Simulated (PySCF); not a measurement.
## How methods differ on the ionisation energy of Kr

Kr [Kr] → Kr⁺ [Ar] 3d10 4s2 4p5 [4p1/2^2 4p3/2^3, M_J = 3/2], as a difference of total energies. Computed with PySCF 2.14 in x2c-TZVPall-2c with one added diffuse shell each of s, p, d type (7s8p5d1f, 63 functions), with the two-component X2C-1e Hamiltonian. Correlated levels: [Ne] frozen. "Screened" scales the spin-orbit matrix elements by Boettger's factors to mimic the two-electron term; Breit and QED terms are absent.

| method | ionisation energy (eV) |
| --- | --- |
| GHF (spin-free) | 13.185 |
| GMP2 (spin-free) | 14.061 |
| GHF (screened spin-orbit) | 12.963 |
| GMP2 (screened spin-orbit) | 13.841 |

The spin-free rows lack the spin-orbit shift.

Errors of the correlated levels include the incompleteness of this basis and the frozen core.

Question: Which method comes closest to the reference value, and which is furthest?

Answer: The reference is 14.000 eV (measured; NIST Atomic Spectra Database, ionization energies). Closest: GMP2 (spin-free) (error 0.061 eV); furthest: GHF (screened spin-orbit) (error -1.037 eV).
